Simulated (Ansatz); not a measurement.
The cluster Fe3S2, relaxed as a singlet with RKS B3LYP-D4/def2-SVP in Ansatz, starting from the GFN1-xTB geometry. Force threshold 0.02 eV/Å.

The structure comes from a short search, and lower isomers may exist.

Start:

```csv
atom,x (Å),y (Å),z (Å)
Fe1,1.025,-0.172,-1.329
Fe2,-0.556,1.347,-0.853
Fe3,-0.339,-0.477,0.405
S4,1.141,1.092,0.309
S5,-1.270,-1.790,1.467
```

Estimate the energy that the relaxation releases and the steps that it takes.

156.6 kJ/mol, in 29 steps; 1.8 min on 4 threads of AMD EPYC 7B13 on a shared host. The force fell under the threshold at step 7, but the optimiser went on and released 1.086 eV more. No frequencies were taken in this run, so the end may be a saddle point.

Does the start keep its bonding and symmetry?

Bonds formed: Fe2–S5 (atoms count from 1). The end is the same structure that another start reached, the lowest one found. Point group Cs at the start, Cs at the end, both within 0.05 Å.

Predict the relaxed structure.


```xyz
5

Fe    0.816   -0.178   -1.285
Fe   -0.860    0.599   -0.404
Fe    0.513   -0.754    0.655
S     1.142    1.348    0.244
S    -1.610   -1.015    0.789
```
Bond lengths (bridged metal pairs left out): 5 × Fe–S 2.14 to 2.23 Å.
